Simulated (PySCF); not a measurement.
**Relaxation of singlet WNF₃**

Level of theory: PySCF, PBE0, basis W def2-SVP with ECP60, N def2-SVP, F def2-SVP (scalar-relativistic core potentials, no spin–orbit coupling, density fitting). A (50,194) grid was used.

A hand-made square planar start, of C2v symmetry, held to at least that symmetry:

```xyz
5
charge 0 multiplicity 1, angstrom
W     0.0000   -0.0509    0.0000
N     0.0000   -1.8509    0.0000
F     2.0100   -0.0509    0.0000
F     0.0000    1.9591    0.0000
F    -2.0100   -0.0509    0.0000
```

Optimiser trace:
```csv
step,E − E(last) (kJ/mol),largest gradient (Eh/bohr)
0,128.04,0.14397
1,10.90,0.03016
2,1.42,0.01608
3,0.05,0.00222
4,0.00,0.00089
5,0.00,0.00022
```

It ends at C2v with W–F 1.864 Å (×2), W–F 2.001 Å, W–N 1.654 Å; F–W–F 83.4° (×2), F–W–F 166.8°, F–W–N 96.6° (×2), F–W–N 180.0° (after a last refinement on a finer grid). A frequency run shows 2 imaginary modes, down to 296i cm⁻¹, so it is a higher-order saddle point. Other isomers or separated fragments may lie lower.

Final geometry:
Z-matrix (Å, degrees; charge 0 multiplicity 1):
```
W
N  1 1.6536
F  1 1.8642 2 96.58
F  1 2.0010 3 83.42 2 180.00
F  1 1.8642 2 96.58 3 180.00
```

No spin–orbit coupling is included, which matters more the heavier the element.
